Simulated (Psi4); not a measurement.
H2AlFSe2 (SMILES [F][Al]([SeH])[SeH]), singlet, at a GFN2-xTB geometry (such geometries of metal compounds can be far from the true shape); PBE0/cc-pVDZ run with Psi4.

Here is a job for Psi4.
```
memory 2 GB

molecule {
0 1
  Al   -0.58401130   -0.26318678    0.19961996
  F    -2.01556300   -0.91156086    0.69048122
  Se   -0.66976336    1.65885463   -1.07421912
  H     0.61360386    1.41594200   -1.69461490
  Se    1.34457018   -1.35328479    0.84457810
  H     2.17517795   -0.17984040    0.69301892
}

set basis cc-pvdz

energy('pbe0')
print_variables()
```

It wrote (shortened):

```
   => Loading Basis Set <=

    Name: CC-PVDZ
    Role: ORBITAL
    Keyword: BASIS

         ---------------------------------------------------------
                                   SCF
               by Justin Turney, Rob Parrish, Andy Simmonett
                          and Daniel G. A. Smith
                              RKS Reference
         ---------------------------------------------------------

  ==> Geometry <==

    Molecular point group: c1
    Full point group: C1

    Geometry (in Angstrom), charge = 0, multiplicity = 1:

       Center              X                  Y                   Z               Mass
    ------------   -----------------  -----------------  -----------------  -----------------
         AL          -0.596948959854    -0.269184355559     0.203745718919    26.981538530000
         F           -2.028500659854    -0.917558435559     0.694606978919    18.998403162730
         SE          -0.682701019854     1.652857054441    -1.070093361081    79.916521800000
         H            0.600666200146     1.409944424441    -1.690489141081     1.007825032230
         SE           1.331632520146    -1.359282365559     0.848703858919    79.916521800000
         H            2.162240290146    -0.185837975559     0.697144678919     1.007825032230

  Running in c1 symmetry.

  Rotational constants: A =      0.11705  B =      0.02489  C =      0.02056 [cm^-1]
  Rotational constants: A =   3508.94753  B =    746.30311  C =    616.42336 [MHz]
  Nuclear repulsion =  526.559895061683164

  Charge       = 0
  Multiplicity = 1
  Electrons    = 92
  Nalpha       = 46
  Nbeta        = 46

  ==> Algorithm <==

  SCF Algorithm Type is DF.
  DIIS enabled.
  MOM disabled.
  Fractional occupation disabled.
  Guess Type is SAD.
  Energy threshold   = 1.00e-06
  Density threshold  = 1.00e-06
  Integral threshold = 1.00e-12

  ==> Primary Basis <==

  Basis Set: CC-PVDZ
    Blend: CC-PVDZ
    Number of shells: 42
    Number of basis functions: 96
    Number of Cartesian functions: 102
    Spherical Harmonics?: true
    Max angular momentum: 2

  ==> DFT Potential <==

   => LibXC <=

    Version 7.1.2
    S. Lehtola, C. Steigemann, M. J. T. Oliveira, and M. A. L. Marques,  SoftwareX 7, 1–5 (2018) (10.1016/j.softx.2017.11.002)

   => Composite Functional: PBE0 <=

    PBE0 Hyb-GGA Exchange-Correlation Functional

    C. Adamo and V. Barone,  J. Chem. Phys. 110, 6158 (1999) (10.1063/1.478522)
    M. Ernzerhof and G. E. Scuseria,  J. Chem. Phys. 110, 5029 (1999) (10.1063/1.478401)

    Deriv               =              1
    GGA                 =           TRUE
    Meta                =          FALSE

    Exchange Hybrid     =           TRUE
    MP2 Hybrid          =          FALSE

   => Exchange Functionals <=

    0.7500   Perdew, Burke & Ernzerhof

   => Exact (HF) Exchange <=

    0.2500               HF

   => Correlation Functionals <=

    1.0000   Perdew, Burke & Ernzerhof

   => LibXC Density Thresholds  <==

    XC_HYB_GGA_XC_PBEH:  1.00E-15

   => Molecular Quadrature <=

    Radial Scheme          =       TREUTLER
    Pruning Scheme         =           NONE
    Nuclear Scheme         =       TREUTLER

    Blocking Scheme        =         OCTREE
    BS radius alpha        =              1
    Pruning alpha          =              1
    Radial Points          =             75
    Spherical Points       =            302
    Total Points           =         129515
    Total Blocks           =           1026
    Max Points             =            256
    Max Functions          =             96
    Weights Tolerance      =       1.00E-15

   => Loading Basis Set <=

    Name: (CC-PVDZ AUX)
    Role: JKFIT
    Keyword: DF_BASIS_SCF

  ==> Integral Setup <==

  SCF_SUBTYPE=INCORE selected. In-core MEM_DF algorithm will be used.
  Using in-core AOs.

  ==> MemDFJK: Density-Fitted J/K Matrices <==

    J tasked:                   Yes
    K tasked:                   Yes
    wK tasked:                   No
    Algorithm:                 Core
    Schwarz Cutoff:           1E-12
    Mask sparsity (%):       1.3021
    Fitting Condition:        1E-10

   => Auxiliary Basis Set <=

  Basis Set: (CC-PVDZ AUX)
    Blend: CC-PVDZ-JKFIT
    Number of shells: 172
    Number of basis functions: 570
    Number of Cartesian functions: 679
    Spherical Harmonics?: true
    Max angular momentum: 3

  Minimum eigenvalue in the overlap matrix is 1.5894925927E-02.
  Reciprocal condition number of the overlap matrix is 4.1425894547E-03.
    Using symmetric orthogonalization.

  ==> Pre-Iterations <==

  SCF Guess: Superposition of Atomic Densities via on-the-fly atomic UHF (no occupation information).

   -------------------------
    Irrep   Nso     Nmo
   -------------------------
     A         96      96
   -------------------------
    Total      96      96
   -------------------------

  ==> Iterations <==

                           Total Energy        Delta E     RMS |[F,P]|

   @DF-RKS iter SAD: -5140.50176418407864   -5.14050e+03   0.00000e+00
   @DF-RKS iter   1: -5144.79729072001828   -4.29553e+00   1.43842e-02 DIIS/ADIIS
   @DF-RKS iter   2: -5144.89015442502932   -9.28637e-02   1.33571e-02 DIIS/ADIIS
   @DF-RKS iter   3: -5145.56972621756086   -6.79572e-01   2.41447e-03 DIIS/ADIIS
   @DF-RKS iter   4: -5145.59506134588082   -2.53351e-02   5.73567e-04 DIIS/ADIIS
   @DF-RKS iter   5: -5145.59586491342998   -8.03568e-04   2.38676e-04 DIIS/ADIIS
   @DF-RKS iter   6: -5145.59619321121500   -3.28298e-04   3.29199e-05 DIIS
   @DF-RKS iter   7: -5145.59619935099272   -6.13978e-06   6.30043e-06 DIIS
   @DF-RKS iter   8: -5145.59619965132697   -3.00334e-07   1.50980e-06 DIIS
   @DF-RKS iter   9: -5145.59619966851096   -1.71840e-08   1.90531e-07 DIIS
  Energy and wave function converged.

  ==> Post-Iterations <==

   Electrons on quadrature grid:
      Ntotal   =   92.0000317529 ; deviation = 3.175e-05

    Orbital Energies [Eh]
    ---------------------

    Doubly Occupied:

[...]
      46A     -0.273700

    Virtual:

[...]
    Final Occupation by Irrep:
              A
    DOCC [    46 ]
    NA   [    46 ]
    NB   [    46 ]

  @DF-RKS Final Energy: -5145.59619966851096

   => Energetics <=

    Nuclear Repulsion Energy =            526.5598950616831644
    One-Electron Energy =               -8214.9556497008561564
    Two-Electron Energy =                2696.3015420387750964
    DFT Exchange-Correlation Energy =    -153.5019870681139764
    Empirical Dispersion Energy =           0.0000000000000000
    VV10 Nonlocal Energy =                  0.0000000000000000
    Total Energy =                      -5145.5961996685109625

Computation Completed

Properties will be evaluated at   0.000000,   0.000000,   0.000000 [a0]

Properties computed using the SCF density matrix

 Multipole Moments:

 ------------------------------------------------------------------------------------
     Multipole            Electronic (a.u.)      Nuclear  (a.u.)        Total (a.u.)
 ------------------------------------------------------------------------------------

 L = 1.  Multiply by 2.5417464519 to convert [e a0] to [Debye]
 Dipole X            :          3.0199355           -2.2492747            0.7706608
 Dipole Y            :          1.3886992           -1.0427068            0.3459924
 Dipole Z            :         -0.9892889            0.7172826           -0.2720063
 Magnitude           :                                                    0.8874774

 ------------------------------------------------------------------------------------

  Variable Map:
  ----------------------------------------------------------------------------
[...]
  Array Variable Map:
  ----------------------------------------------------------------------------
[...]
[...]
```
